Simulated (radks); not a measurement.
All-electron atom: Pm+ in [Xe] 4f5.5 6s0.5 (fractional occupations, a model configuration). All-electron calculation, Dirac Kohn-Sham, PBE, spin-unpolarised, spherical densities, finite nucleus; open shells fill j = l - 1/2 first; Fermi nuclear charge, rms radius 4.962 fm. Program: a radial shooting solver on a logarithmic mesh with Libxc functionals.

Normalised radial functions P(r) = r R(r) (large component), r in bohr:

```
   r/bohr * 4d3/2 (the largest magnitude, 1.34, reaches the edge; | marks zero)
 0.003291                             *
  0.00446                             *
 0.006093                             *
 0.008258                             *
  0.01128                             *
  0.01529                             *
  0.02072                             |*
  0.02831                             |*
  0.03837                             | *
  0.05241                             |   *
  0.07104                             |       *
  0.09627                             |           *
   0.1315                             |              *
   0.1782                             |             *
   0.2435                             |      *
     0.33                     *       |
   0.4473       *                     |
   0.6111  *                          |
   0.8281        *                    |
    1.131                  *          |
    1.533                         *   |
    2.095                            *|
    2.839                             *
    3.848                             *
    5.256                             *
    7.124                             *
    9.732                             *
    13.19                             *
```

4d3/2: eigenvalue -127.37 eV, 1 radial node at r = 0.283 bohr, <r> = 0.684 bohr, 90 % of the charge inside 1.03 bohr.
